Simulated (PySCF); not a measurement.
PySCF input:

```python
from pyscf import gto, scf, dft

mol = gto.M(
    atom='''
    C    -1.95560235    0.25337585    0.24701673
    C    -1.45253830   -1.01364114    0.29310163
    O    -0.12057268   -1.01670596    0.10939571
    C     0.26143443    0.30043605   -0.06351704
    C    -0.84492690    1.10282181    0.01611429
    C     1.63512761    0.64088639   -0.28432126
    O     2.60561422   -0.03822437   -0.35642888
    H    -2.98731377    0.53657440    0.36369533
    H    -1.91264689   -1.97544338    0.44438956
    H    -0.84133864    2.17503783   -0.08218574
    ''',
    basis='def2-tzvpd',
    charge=0,
    spin=1,
    verbose=4,
)

mf = scf.UHF(mol).density_fit(auxbasis='def2-universal-jkfit')
mf.conv_tol = 1e-9
mf.max_cycle = 100
mf.max_memory = 1500
mf.kernel()
if not mf.converged:
    mf = mf.newton()
    mf.kernel(mf.make_rdm1())
for _ in range(2):
    mo, _, stable, _ = mf.stability(return_status=True)
    if stable:
        break
    mf.kernel(mf.make_rdm1(mo, mf.mo_occ))
mf.analyze()
```

### Question
Which total energy does the run end on?

### Answer
-340.86813 Eh (HF/def2-TZVPD).

It need not be the lowest isomer of its formula.

The determinant is spin-contaminated: <S^2> is 1.02 against 0.75 for a pure state.
